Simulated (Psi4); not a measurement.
Pair of molecules, SMILES C#C with SMILES O=CO (the first has 4 atoms); geometry from B3LYP-D3(BJ)/def2-TZVP, rigid monomers moved along the line of their centres of mass till C2···H9 is 3.04 Å.
(charge 0, multiplicity 1):
```xyz
9

C      0.57985     0.20707    -0.08788
C     -0.17331    -0.55440     0.45032
H      1.24333     0.87422    -0.58317
H     -0.83124    -1.21117     0.97044
O     -1.10550    -0.93774     4.41335
C     -0.41532    -0.07518     4.88535
O      0.39977     0.73333     4.20346
H     -0.36684     0.16160     5.95639
H      0.34657     0.51143     3.25139
```

These are SAPT0/jun-cc-pV(D+d)Z in Psi4 1.11 values and carry that method's errors.

Task: Give the four SAPT terms and the total, and say what mostly holds the pair together.

Result: electrostatics -2.31, exchange 0.51, induction -0.31, dispersion -0.55, total -2.66 kcal/mol; the largest attraction is electrostatics.
